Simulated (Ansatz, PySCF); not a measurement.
This Ansatz (a first-principles code) input computes a CCSD(T)/cc-pVDZ energy:

Ansatz 0.2 input:
```yaml
crystal:
  periodic: [false, false, false]
  atoms:
    - {symbol: B, position_ang: [-0.23786288, 0.00343873, 0.81000921]}
    - {symbol: B, position_ang: [0.20188960, -0.00291868, -0.68750716]}
    - {symbol: H, position_ang: [-0.56932867, 0.00823067, 1.93877017]}
    - {symbol: H, position_ang: [0.33858303, 1.02002683, -1.29056935]}
    - {symbol: H, position_ang: [0.41061205, -1.03085779, -1.26071108]}
basis:
  gaussian:
    orbitals: cc-pVDZ
magnetization: {spin_polarized: true, initial_magnetization: 1}
correlation: {method: ccsd_t, electrons: outside_noble_gas}
```

### Question
Write an input for the same energy in PySCF and say what it gives.

### Answer

```python
from pyscf import gto, scf, mp, cc as ccmod

mol = gto.M(
    atom='''
    B    -0.23786288    0.00343873    0.81000921
    B     0.20188960   -0.00291868   -0.68750716
    H    -0.56932867    0.00823067    1.93877017
    H     0.33858303    1.02002683   -1.29056935
    H     0.41061205   -1.03085779   -1.26071108
    ''',
    basis='cc-pvdz',
    charge=0,
    spin=1,
    verbose=4,
)

mf = scf.UHF(mol)
mf.conv_tol = 1e-10
mf.max_cycle = 100
mf.kernel()
mo, _, stable, _ = mf.stability(return_status=True)
if not stable:
    mf.kernel(mf.make_rdm1(mo, mf.mo_occ))
mp2 = mp.MP2(mf, frozen=2).run()
cc = ccmod.CCSD(mf, frozen=2)
cc.max_cycle = 100
cc.kernel()
et = cc.ccsd_t()
print(f'E(CCSD(T)) = {cc.e_tot + et:.9f}')
```
It gives -51.20584 Eh, and Ansatz -51.20584 Eh, a difference of 0.00 mEh.

It need not be the lowest isomer of its formula.
